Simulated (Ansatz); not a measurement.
Worked example: C3H7Cl + HOI → C2H4ClI + CH4O

Species: C3H7Cl `CC(C)Cl`, singlet; HOI (hypoiodous acid) `OI`, singlet; C2H4ClI `CC(Cl)I`, singlet; CH4O (methanol) `CO`, singlet. The partners trade CH3 for I: C–CH3 and O–I bonds give way to C–I and O–CH3.

Shapes, held fixed at every level: PBE0-D4/def2-TZVP. Programs: Ansatz 0.2.0. The zero-point and thermal change to 298 K, harmonic and unscaled (PBE0-D4/def2-TZVP), is +1.9 kJ/mol.

At CCSD(T)/def2-TZVPP; 1 Eh = 2625.50 kJ/mol:

```
species  energy (Eh)
 C3H7Cl  -578.048936
    HOI  -372.835641
C2H4ClI  -835.340602
   CH4O  -115.555339
```

Q: Work out ΔH(298 K) of the reaction at this level.

A: 
1. Products less reactants: (-835.340602) + (-115.555339) − [(-578.048936) + (-372.835641)] = -0.011364 Eh = -29.8 kJ/mol.
2. With the thermal change: -29.8 + (+1.9) = -27.9 kJ/mol.

Other levels give -32.7 (HF/def2-TZVPP) to -22.4 kJ/mol (B3LYP-D4/def2-TZVPP). No measured value is set beside it here. For atoms past krypton def2 sets carry core potentials with scalar relativity. Correlated rows may include outer-core shells of I, which these sets cover unevenly.
